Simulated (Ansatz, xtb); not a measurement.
**Ranking isomers of C6H7NO**

3 gas-phase structures of C6H7NO, from a drawn sample of its isomers (lower ones may exist). Each was relaxed with GFN2-xTB; where two conformers were screened, the lower at r2SCAN-D4/def2-SVP//GFN2-xTB is listed:

A. `C#C[C@@H]1CCC(=O)N1`, a singlet
B. `C=C1C=CCN1C=O`, a singlet
C. `Cn1ccc(C=O)c1`, a singlet

Question: Estimate their order in r2SCAN-D4/def2-SVP//GFN2-xTB energy at these geometries, lowest first.

Answer: Calculated order at r2SCAN-D4/def2-SVP//GFN2-xTB: C (0.0), B (6.8), A (26.5) kcal/mol.

Energies above the lowest of each column, in kcal/mol; the last columns are at r2SCAN-D4/def2-SVP geometries:

```tsv
structure	GFN2-xTB	HF/STO-3G	r2SCAN-D4/def2-SVP//GFN2-xTB	r2SCAN-D4/def2-SVP	CCSD(T)/def2-SVP + ΔMP2/def2-TZVPP
C	0.0	0.0	0.0	0.0	0.0
B	6.4	14.5	6.8	6.7	5.8
A	19.9	16.8	26.5	26.2	19.4
```

Every level run on C puts it lowest or level with the lowest. Flexible structures stand in one conformer each, not always the lowest. ΔMP2 is the change of the MP2 energy from the smaller to the larger basis.

Programs: Ansatz 0.2.0, xtb 6.7.1.
